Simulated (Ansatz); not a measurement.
Start from `C[Se][SiH](F)Cl` and change one atom or group to get `F[SiH](Cl)[O][GeH3]`.

Ansatz, PBE0-D4/def2-TZVP geometries, multiplicity 1. Each molecule was computed in one conformer, which needn't be the lowest.

Scalar relativity is left out up to krypton.

```tsv
property	`C[Se][SiH](F)Cl`
HOMO–LUMO gap (ωB97M-V/def2-TZVPP) / eV	10.42
HOMO–LUMO gap (PBE0/def2-TZVPP) / eV	6.42
LUMO energy (PBE0/def2-TZVPP) / eV	-0.69
HOMO energy (PBE0/def2-TZVPP) / eV	-7.11
size of the dipole moment (B3LYP/def2-TZVPP) / D	2.42
LUMO energy (PBE/def2-TZVPP) / eV	-1.56
```

(1) Give the same properties after the change, and the shifts. (An estimate is asked.)

## Answers

(1) Computed: 
| property | `F[SiH](Cl)[O][GeH3]` | shift |
| --- | --- | --- |
| HOMO–LUMO gap (ωB97M-V/def2-TZVPP) / eV | 13.17 | 2.75 |
| HOMO–LUMO gap (PBE0/def2-TZVPP) / eV | 9.04 | 2.62 |
| LUMO energy (PBE0/def2-TZVPP) / eV | -0.19 | 0.50 |
| HOMO energy (PBE0/def2-TZVPP) / eV | -9.23 | -2.12 |
| size of the dipole moment (B3LYP/def2-TZVPP) / D | 2.14 | -0.28 |
| LUMO energy (PBE/def2-TZVPP) / eV | -1.08 | 0.48 |

With PBE0 the HOMO falls by 2.12 eV and the LUMO rises by 0.50 eV, so the gap widens by about 2.62 eV. PBE moves the HOMO by -1.77 eV and ωB97M-V by -2.28 eV. Dipoles are sizes alone; their direction can turn.

B3LYP here is the variant with VWN-RPA as its local correlation; programs differ in this.

Spin–orbit coupling is left out; it splits and shifts lone-pair levels of the heavy atoms by tenths of an eV.
